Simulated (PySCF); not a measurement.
¹⁷O chemical shifts

PySCF calculation with GIAO PBE0/pcSseg-1 shieldings and geometry from GFN2-xTB; rapidly exchanging positions averaged, no solvent model, relativity neglected, one computed conformer.

Shieldings were converted by a linear fit to measured shifts: ¹⁷O: δ = 266.70 − 0.911σ (rms 10.7 ppm, 155 shifts, 12.2 ppm with the 3 outliers that the fit left out vs liquid water, solution or neat liquid). A few per cent of atoms miss by over 2 rms, more outside the fitted compound classes.

Task: Give the ¹⁷O shifts of `C#CC(=O)C(F)=C(F)F`, `C#CC(=O)C(F)=C(F)F`, `CO/C=C/C/C=C\F`, `O=[PH](O)O`, `C=C1C[C@]1(F)OCC`.

Result: 
| compound | environment | δ (ppm) |
| --- | --- | --- |
| C#CC(=O)C(F)=C(F)F | ketone oxygen | 550.7 |
| C#CC(=O)C(F)=C(F)F | ketone oxygen | 550.7 |
| CO/C=C/C/C=C\F | ether oxygen | 60.4 |
| [O:1]=[PH:2]([OH:3])[OH:4] | O1: P=O oxygen | 114.2 |
| [O:1]=[PH:2]([OH:3])[OH:4] | O3/4: oxygen bonded to P, H (×2) | 70.5 |
| C=C1C[C@]1(F)OCC | ether oxygen | 55.8 |

Task: Match the shifts 550.7, 60.4, -24.3 ppm to `C#CC(=O)C(F)=C(F)F`, `FC[C@@H]1CC[C@@H]2O[C@H]12`, `CO/C=C/C/C=C\F`.

Result: 550.7: C#CC(=O)C(F)=C(F)F (ketone oxygen); 60.4: CO/C=C/C/C=C\F (ether oxygen); -24.3: FC[C@@H]1CC[C@@H]2O[C@H]12 (ether oxygen).
